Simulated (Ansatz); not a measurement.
Ideal-gas functions of Cl$_{2}$H$_{4}$HfN$_{2}$, SMILES `[NH2][Hf]([NH2])([Cl])[Cl]` at 500 K and 1 bar, from an Ansatz frequency run at PBE0-D4/def2-TZVP.

Molar mass 281.44 g/mol, point group Cs (symmetry number 1), electronic degeneracy 1, moments of inertia 252.201, 366.017, 439.732 u Å². Harmonic wavenumbers (cm⁻¹, unscaled): 86, 90, 113, 136, 167, 183, 283, 361, 368, 471, 474, 502, 516, 637, 658, 1538, 1543, 3558, 3565, 3650, 3660.

Use S(trans) = R[1.5 ln M + 2.5 ln T − 1.1517]; rotational temperatures θ = 24.2544 K / I; S(rot) = R[ln(√π/σ · √(T³/θAθBθC)) + 1.5]; for each mode x = 1.438777 ν̃/T, S = R[x/(eˣ − 1) − ln(1 − e⁻ˣ)] and H = RT x/(eˣ − 1); 1 cm⁻¹ = 0.0119627 kJ/mol; R = 8.31446 J/(mol·K).

Q: By hand: the entropy, in J/(mol·K).

A: Translation 189.9. Rotation: θ = 0.0962, 0.0663, 0.0552 K, giving 127.8. Vibration, mode by mode: 19.95, 19.57, 17.69, 16.17, 14.49, 13.74, 10.25, 8.36, 8.22, 6.40, 6.35, 5.94, 5.75, 4.35, 4.15, 0.55, 0.54, 0.00, 0.00, 0.00, 0.00, in all 162.5. Electronic 0.0. Sum 480.2 J/(mol·K).

Q: By hand: H − E and G − E in kJ/mol, counted from the electronic energy.

A: Zero-point energy ½ × 22559 × 0.0119627 = 134.9; thermal vibration 38.9; translation, rotation and pV give 4 RT = 16.6. H − E = 190.4 kJ/mol, and G − E = 190.4 − 500 × 480.2/1000 = -49.7 kJ/mol.

Vibration gives 34 % of the entropy, 73.4 J/(mol·K) of it from the modes under 150 cm⁻¹: soft modes count most, and the harmonic formula is weakest for them. The sum counts one conformer and one mirror image; others add a mixing term.
